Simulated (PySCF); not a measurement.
C2H7N2Si2 (doublet state).
Cartesian coordinates in Å at the GFN2-xTB level; atoms count from 1:
```
atom  x, y, z in Å
C1    -3.4992   -0.6496    0.6041
C2    -2.5147   -0.0963    0.1927
Si3   -0.9955    0.7409   -0.4560
N4     0.3261   -0.1256    0.2520
Si5    2.0482    0.1978    0.1105
N6     2.6561   -0.9208   -0.9748
H7    -4.3617   -1.1319    0.9669
H8    -0.9052    2.1194    0.0339
H9    -0.9978    0.6715   -1.9214
H10    0.1261   -1.0878    0.4760
H11    2.4974    0.2115    1.5111
H12    2.1354    1.5460   -0.4578
H13    3.4802   -1.4746   -0.8054
```

The hyperfine couplings belong to this conformer and change with its torsions.

As a line formula: `C#C[SiH2]N[SiH2][NH]` [radical].

Computed with PySCF, UKS B3LYP, pcH-1 on C H N Si, non-relativistic, mean-field spin-orbit, GIAO. Isolated species at its GFN2-xTB geometry (one conformer only). The geometry wasn't refined by DFT: couplings that depend on bond lengths, twists or pyramidal angles can differ widely from those at the functional's own minimum. Stability of the SCF solution: not tested.

Principal values of hyperfine tensors in MHz (contact, dipolar and spin–orbit terms together), for some of the nuclei:

```csv
atom,isotope,A1,A2,A3
H12,1H,109.07,112.63,119.21
H13,1H,-105.31,-63.49,3.83
Si5,29Si,47.54,48.65,54.07
N6,14N,-14.19,-13.60,105.13
H11,1H,14.59,14.71,23.87
H8,1H,5.85,6.22,8.38
H10,1H,-10.85,-5.15,2.48
Si3,29Si,2.61,3.66,4.01
```

Question: Give the isotropic coupling of each nucleus in MHz and in mT (g = 2.0057), and the anisotropic part.

Answer: a_iso = (A1 + A2 + A3)/3, Ti = Ai − a_iso; 1 mT corresponds to 28.073 MHz. The tensors hold a spin–orbit part: the run splits a_iso into a_FC + a_SO, and T includes its anisotropic share.

```csv
atom,a_iso (MHz),a_FC,a_SO,a_iso (mT),T1,T2,T3
H12,113.64,113.63,0.01,4.048,-4.56,-1.01,5.57
H13,-54.99,-55.20,0.21,-1.959,-50.32,-8.50,58.82
Si5,50.09,50.17,-0.08,1.784,-2.54,-1.44,3.99
N6,25.78,25.57,0.21,0.918,-39.97,-39.38,79.35
H11,17.73,17.73,0.00,0.631,-3.14,-3.01,6.15
H8,6.82,6.82,0.00,0.243,-0.97,-0.59,1.56
H10,-4.51,-4.52,0.01,-0.161,-6.34,-0.65,6.99
Si3,3.43,3.43,0.00,0.122,-0.82,0.24,0.58
```

Question: What spin density at the nucleus of H12 lies behind its contact coupling (g_N = 5.58569)?

Answer: a_FC = (2μ0/3) gₑ μB g_N μN ρ(0)/(2S·h) = 800.24 MHz × g_N × ρ(0)/(2S), with ρ in bohr⁻³. With a_FC = 113.63 MHz and 2S = 1, ρ(0) = 0.02542 bohr⁻³. In magnitude that is 8.0 % of the 1/π = 0.318 of a free hydrogen atom.

Question: N4 (14N, g_N = 0.40376) isn't in the table. Its spin density at the nucleus is 0.01316 bohr⁻³. What is its contact coupling?

Answer: By the same relation, a_FC = 4.25 MHz. Its full tensor has the principal values 0.68, 0.89, 11.19 MHz.

Question: Which nucleus of the table has the largest anisotropic coupling, and what is its form?

Answer: N6: -40.0, -39.4, 79.4 MHz (the dipolar term alone has -40.2, -39.4, 79.6), axial, in the ratio −1:−1:+2, the form that spin in one p orbital centred on that nucleus gives.

Question: What first-order splitting does H12 cause when the field lies along A1, A2 or A3 of its tensor (g taken as isotropic, no quadrupole term)?

Answer: 2 lines (I = 1/2), spaced by |A_i|/(g × 13.996): 3.89, 4.01, 4.25 mT along the axes of A1, A2 and A3.
